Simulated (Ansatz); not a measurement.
Ansatz (a first-principles code) input:
A basis named .json is the Basis Set Exchange file of that set.

Ansatz 0.2 input:
```yaml
crystal:
  periodic: [false, false, false]
  atoms:
    - {symbol: C, position_ang: [2.02166073, -0.79252982, 0.11760948]}
    - {symbol: C, position_ang: [0.57899223, -0.40658639, 0.40581896]}
    - {symbol: C, position_ang: [-0.45405102, -1.00671627, -0.57213724]}
    - {symbol: C, position_ang: [-1.60422231, -0.05921005, -0.51208545]}
    - {symbol: C, position_ang: [-1.23433709, 1.20309518, 0.19644204]}
    - {symbol: C, position_ang: [0.29599430, 1.10289724, 0.33287285]}
    - {symbol: H, position_ang: [2.31674680, -0.46199058, -0.88196660]}
    - {symbol: H, position_ang: [2.70667420, -0.33643618, 0.83579751]}
    - {symbol: H, position_ang: [2.16172318, -1.87476082, 0.16579700]}
    - {symbol: H, position_ang: [0.31704085, -0.74786104, 1.41392682]}
    - {symbol: H, position_ang: [-0.02186878, -1.04974372, -1.58561309]}
    - {symbol: H, position_ang: [-0.72287468, -2.03808157, -0.32068022]}
    - {symbol: H, position_ang: [-2.58180050, -0.25882671, -0.92765745]}
    - {symbol: H, position_ang: [-1.55713971, 2.10629025, -0.33135866]}
    - {symbol: H, position_ang: [-1.70539840, 1.25487022, 1.19021339]}
    - {symbol: H, position_ang: [0.77333207, 1.51389089, -0.56242990]}
    - {symbol: H, position_ang: [0.68934394, 1.64694989, 1.19284743]}
basis:
  gaussian:
    orbitals: cc-pVQZ
    fitting: {mean_field: def2-universal-jkfit, correlation: cc-pVQZ-RIFIT.json}
magnetization: {spin_polarized: true, initial_magnetization: 1}
correlation: {method: mp2, electrons: outside_noble_gas}
```

Problem. Predict the final energy.

Solution. -234.73379 Eh (RI-MP2/cc-pVQZ). The basis has 660 functions.

It need not be the lowest isomer of its formula.
